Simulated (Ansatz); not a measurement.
CH4OSSi (`C1O[SiH2]S1`). Charge 0, multiplicity 1.

Cartesian coordinates in Å:
```
C 0.171 -0.935 -0.706
O -0.909 -0.043 -0.481
Si -0.205 0.921 0.677
S 1.495 -0.331 0.452
H 0.520 -0.874 -1.738
H -0.109 -1.959 -0.454
H -0.060 2.339 0.263
H -0.904 0.883 1.987
```

(1) List the harmonic frequencies (cm⁻¹, unscaled) at PBE0-D4/def2-TZVP in Ansatz. (An estimate is asked.)

(2) Is this a minimum?

(3) Give the ideal-gas thermochemistry at 298.15 K and 1 bar (rigid rotor, harmonic oscillator; point group Cs, symmetry number 1).

(4) And at 400, 500, 600, 800 and 1000 K?

(5) Rotational constants (cm⁻¹)?

## Answers

(1) Ansatz gave: 156, 450, 536, 540, 652, 709, 818, 866, 943, 1008, 1070, 1190, 1312, 1512, 2227, 2229, 3069, 3130.

(2) Yes, all 18 modes are real.

(3) Zero-point energy 134.1 kJ/mol; H(298) − E = 148.7 kJ/mol; entropy 296.0 J/(mol·K), of which translation 165.3, rotation 106.0, vibration 24.7; G(298) − E = 60.5 kJ/mol.

(4) 
```
T (K)  H − E (kJ/mol)  S (J/mol/K)  G − E (kJ/mol)
  400           157.4        320.8            29.1
  500           167.4        343.2            -4.2
  600           178.8        363.8           -39.5
  800           204.3        400.4          -116.0
 1000           232.5        431.8          -199.3
```

(5) 0.249, 0.1738, 0.1083.
